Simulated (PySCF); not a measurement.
One of the candidates below gave these computed data.

All candidates are C5H10OSi3.

| technique | computed result |
| --- | --- |
| Dipole | 1.21 D [PBE0/pcSseg-1] |
| Rotational structure | rotational constants A, B, C: 1.286, 0.565, 0.421 GHz [GFN2-xTB] |
| 1H NMR | chemical shifts (computed TMS as zero) by class: 5.60 (1 H), 5.18 (3 H), 4.47 (1 H), 4.13 (1 H), 2.16 (1 H), 2.14 (3 H) ppm [GIAO PBE0/pcSseg-1] |
| NMR, other nuclei | isotropic shieldings of nuclei other than C and H, by class: 325 (1 O), 391 (1 Si), 393 (1 Si), 454 (1 Si) ppm [GIAO PBE0/pcSseg-1] |
| 13C NMR | chemical shifts (computed TMS as zero) by class: 117.5 (1 C), 104.8 (1 C), 90.6 (1 C), 77.1 (1 C), 6.4 (1 C) ppm [GIAO PBE0/pcSseg-1] |

Gas-phase values; electronic properties from PySCF, density fitting. Levels stand in brackets. Geometry: GFN2-xTB, one conformer, isolated molecule. Each NMR value is the plain mean over a class of atoms that symmetry, rotation or inversion makes alike.

**Question.** Which candidate is it?
A. `C#C[Si@@H](O[SiH3])[SiH2]C#CC`
B. `C#C[C@@H]1C=C[SiH2][Si@@H]1O[SiH3]`
C. `c1coc([SiH]2[SiH2]C[SiH2]2)c1`
D. `C#C[Si@@H]1C=C[Si@@H](O[SiH3])C1`

**Answer.** A. It is `C#C[Si@@H](O[SiH3])[SiH2]C#CC`. Numbering: `[CH:1]#[C:2][Si@@H:3]([O:4][SiH3:5])[SiH2:6][C:7]#[C:8][CH3:9]`. Its formula, C5H10OSi3, gives 4 degrees of unsaturation: 0 rings and 4 π bonds in the structure found. 5 carbons fall into 5 classes; from least to most shielded: alkyne carbon [C8] (117.5 ppm), terminal alkyne carbon [C1] (104.8 ppm), alkyne carbon [C2] (90.6 ppm), alkyne carbon [C7] (77.1 ppm), propargylic carbon [C9] (6.4 ppm). Hydrogen classes from least to most shielded: 1 H on an oxygen-bound silicon, Si3 (5.60 ppm), 3 H on an oxygen-bound silicon, Si5 (5.18 ppm), 1 H on an SiH2 silicon, Si6 (4.47 ppm), 1 H on an SiH2 silicon, Si6 (4.13 ppm), 1 H on a terminal alkyne carbon, C1 (2.16 ppm), 3 H on a propargylic carbon, C9 (2.14 ppm). The other shieldings belong to: 325 ppm, siloxane oxygen [O4]; 391 ppm, oxygen-bound silicon [Si3]; 393 ppm, oxygen-bound silicon [Si5]; 454 ppm, SiH2 silicon [Si6]. The optimised geometry has point group C1 and is an asymmetric top.

The others, at the same levels:
- `c1coc([SiH]2[SiH2]C[SiH2]2)c1` fails: its computed 13C shifts are 155.7 (1 C), 154.1 (1 C), 128.9 (1 C), 117.3 (1 C), -10.0 (1 C) ppm, 1H shifts are 7.87 (1 H), 6.96 (1 H), 6.67 (1 H), 5.42 (1 H), 4.86 (2 H), 4.77 (2 H), 0.76 (1 H), 0.69 (1 H) ppm and rotational constant A is 1.979 GHz (against 1.286 GHz).
- `C#C[C@@H]1C=C[SiH2][Si@@H]1O[SiH3]` fails: its computed 13C shifts are 161.5 (1 C), 133.2 (1 C), 87.7 (1 C), 79.2 (1 C), 32.0 (1 C) ppm, 1H shifts are 7.10 (1 H), 6.43 (1 H), 5.71 (1 H), 5.19 (3 H), 4.29 (1 H), 3.98 (1 H), 3.11 (1 H), 1.72 (1 H) ppm and smallest rotational constant is 0.617 GHz (against 0.421 GHz).
- `C#C[Si@@H]1C=C[Si@@H](O[SiH3])C1` fails: its computed 13C shifts are 163.8 (1 C), 160.4 (1 C), 103.7 (1 C), 89.5 (1 C), -6.8 (1 C) ppm, 1H shifts are 7.56 (1 H), 7.48 (1 H), 5.64 (1 H), 5.18 (1 H), 5.07 (3 H), 1.94 (1 H), 0.05 (1 H), -0.16 (1 H) ppm and rotational constant A is 2.473 GHz (against 1.286 GHz).

Each candidate is one conformer, not necessarily the lowest. The conformers computed, where there is a choice (atom-mapped SMILES and torsion angles):
- `[CH:1]#[C:2][Si@@H:3]([O:4][SiH3:5])[SiH2:6][C:7]#[C:8][CH3:9]`: C2–Si3–O4–Si5 82°, C2–Si3–Si6–C7 -162°
- `[cH:1]1[cH:2][o:3][c:4]([SiH:5]2[SiH2:6][CH2:7][SiH2:8]2)[cH:9]1`: O3–C4–Si5–Si6 46°

The conformers of `C#C[C@@H]1C=C[SiH2][Si@@H]1O[SiH3]` and `C#C[Si@@H]1C=C[Si@@H](O[SiH3])C1` aren't listed.
